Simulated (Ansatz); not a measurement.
Spectroscopic constants of OF-, multiplicity 3 (an upper state: multiplicity 1 came lower at CCSD(T)/def2-TZVPP on PBE0 minima).

The constants come from a fifth-degree fit in 1/R (seven points, main isotopes). Runs in def2 and cc sets follow the lowest solution found near the PBE0 minimum.

Codes used: Ansatz (Gaussian orbitals). 

| level | r_e (Å) | ω_e (cm⁻¹) | α_e (cm⁻¹) | B_e (cm⁻¹) |
|---|---|---|---|---|
| PBE/def2-TZVPP | 2.079 | 323 | 0.012 | 0.449 |
| PBE0/def2-TZVPP | 2.045 | 356 | 0.010 | 0.464 |
| wB97X-V/def2-TZVPP | 2.024 | 387 | 0.0092 | 0.474 |
| CCSD/def2-TZVPP | 2.052 | 334 | 0.013 | 0.461 |
| CCSD(T)/def2-TZVPP | 2.027 | 369 | 0.011 | 0.473 |

Frozen-core correlation.

Ansatz is a quantum-chemistry and plane-wave program.
